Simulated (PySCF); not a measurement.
A species of formula C4H6BN has this rotational fingerprint, computed with PBE0-D3(BJ)/def2-SVP geometry optimisation, gas phase (PySCF 2.14.0):

- Rotational constants: A = 5651, B = 2909, C = 1923 MHz
- Dipole components: |μa| = 0.77 D, |μb| = 1.40 D, |μc| = 0.14 D
- Inertial defect: -0.37 u·Å²
- κ: -0.47

Problem. Which candidate fits, each taken in the one conformer that was computed?
A. `[CH:1]#[C:2]/[CH:3]=[CH:4]\[BH:5][NH2:6]` with C3–C4–B5–N6 9°
B. `[BH3-][N+]#CCC#C`
C. `Bn1cccc1`
D. `C#C[B@@H-](C)[N+]#C`

Solution. A. It is C#C/C=C\BN, an asymmetric top. The candidates at the same level (rigid rotor, commonest isotopes):

| SMILES | A (MHz) | B (MHz) | C (MHz) | μa (D) | μb (D) | μc (D) | Δ (u·Å²) | point group | rotor |
| --- | --- | --- | --- | --- | --- | --- | --- | --- | --- |
| [BH3-][N+]#CCC#C | 12053 | 1538 | 1392 | 6.49 | 2.57 | 0.01 | -7.35 | – | near-prolate asymmetric top |
| Bn1cccc1 | 8744 | 3864 | 2680 | 0.35 | 0.00 | 0.00 | 0.00 | C2v | asymmetric top |
| C#C[B@@H-](C)[N+]#C | 4771 | 2690 | 1845 | 5.01 | 3.05 | 1.40 | -19.96 | C1 | asymmetric top |
| C#C/C=C\BN | 5651 | 2909 | 1923 | 0.77 | 1.40 | 0.14 | -0.37 | near Cs | asymmetric top |

`Bn1cccc1` has A 55 % too high; `[BH3-][N+]#CCC#C` has A 113 % too high; `C#C[B@@H-](C)[N+]#C` has A 16 % too low. No structure here is proved a minimum.
